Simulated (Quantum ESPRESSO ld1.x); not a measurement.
The numbers below are computed, except where a source is named.
Species: Kr XXXIII. Configuration: [He] 2s2. Code: ld1.x of Quantum ESPRESSO 7.5. Model: non-relativistic Kohn-Sham, LDA (Slater exchange, Perdew-Zunger correlation), spin-polarised, spherical densities, point nucleus.

Unscreened Slater integrals over Kohn-Sham orbitals (eV). They are taken over the spin-up orbitals. Empty in this configuration: 2p.

F0(2s,2s): 141.12
F0(2s,1s): 197.12
G0(2s,1s): 20.034
F0(2s,2p): 151.35
G1(2s,2p): 83.769
F0(1s,1s): 604.12
F0(1s,2p): 225.81
G1(1s,2p): 44.812
F0(2p,2p): 168.06
F2(2p,2p): 81.002
